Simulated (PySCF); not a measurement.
# Atomic charges by several schemes

F3H4PSi2.
Atom-mapped SMILES: `[F:1][Si:2]([F:3])([F:4])[SiH2:5][PH2:6]` (hydrogens: H7, H8 on Si5; H9, H10 on P6)

Structure used (GFN2-xTB), in Å, numbered top down from 1:
```
atom  x, y, z in Å
F1     1.732   -1.485   -0.840
Si2    1.439   -0.372    0.259
F3     1.353   -1.243    1.589
F4     2.854    0.335    0.409
Si5   -0.352    0.992   -0.155
P6    -2.333   -0.035   -0.366
H7    -0.492    1.961    0.941
H8    -0.123    1.732   -1.404
H9    -1.879   -1.039   -1.211
H10   -2.191   -0.841    0.755
```

Density: PBE0/pcSseg-1 (PySCF); schemes: Mulliken, IAO, Hirshfeld and ESP-fitted. One conformer (not necessarily the lowest) at the GFN2-xTB geometry, without solvent, vibrations or thermal averaging.

Question: Atoms with like bonding are taken together and averaged. For which atoms does the sign change between the 4 schemes (beyond +0.03 e in one, beyond −0.03 e in another)?

Answer: For none.

Question: Do the Mulliken, IAO, Hirshfeld and ESP-fitted schemes agree on where the charge is lowest?

Answer: The schemes don't all agree: Mulliken F1/F3/F4 (-0.401); IAO F1/F3/F4 (-0.521); Hirshfeld F1/F3/F4 (-0.200); ESP-fitted P6 (-0.277).

Question: What partial charge does each atom carry?

Answer: In e; atoms taken as equivalent share a row and are averaged (×n: the atom named and its like, n in all):

```tsv
atom	environment	Mulliken	IAO	Hirshfeld	ESP-fitted
F1/F3/F4	silicon-bound fluorine	-0.401	-0.521	-0.200	-0.261
Si2	fluorine-bound silicon	+1.273	+1.542	+0.492	+0.692
Si5	SiH2 silicon	-0.025	+0.206	+0.213	+0.152
P6	three-coordinate phosphorus	-0.187	-0.050	+0.015	-0.277
H7/H8	Si–H hydrogen	-0.002	-0.072	-0.059	-0.015
H9/H10	P–H hydrogen	+0.073	+0.004	-0.001	+0.122
```

Mean size of the charges over all atoms: IAO 0.351 e, Mulliken 0.284 e, ESP-fitted 0.218 e, Hirshfeld 0.144 e. Each set sums to the total charge, 0, to within 0.001 e. The Hirshfeld scheme divides the density at each point in proportion to the densities of the neutral, spherically averaged free atoms. The ESP scheme is a least-squares fit of atom-centred charges to the potential on four shells outside the van der Waals surface, with the total charge fixed.

Question: Sum the charges by element, for elements with more than one atom.

Answer: 
| element | atoms | Mulliken | IAO | Hirshfeld | ESP-fitted |
| --- | --- | --- | --- | --- | --- |
| F | 3 | -1.204 | -1.563 | -0.601 | -0.783 |
| Si | 2 | +1.248 | +1.748 | +0.705 | +0.844 |
| H | 4 | +0.143 | -0.135 | -0.119 | +0.215 |

Question: How closely do the schemes follow one another over all atoms?

Answer: Correlation coefficient and root-mean-square difference: Mulliken with IAO 0.98, 0.144 e; IAO with Hirshfeld 0.97, 0.376 e; Mulliken with ESP-fitted 0.95, 0.210 e; IAO with ESP-fitted 0.94, 0.318 e; Mulliken with Hirshfeld 0.91, 0.291 e; Hirshfeld with ESP-fitted 0.91, 0.132 e.

Question: How many electrons does the IAO scheme count on F1?

Answer: Its own charge is -0.522 e, so Z − q = 9.522.

The run behind these numbers computed NMR shieldings as well. Hardware: an Intel Xeon at 2.70 GHz with one thread (shared host). Cost: 26 s wall, 0.70 GiB resident at most.
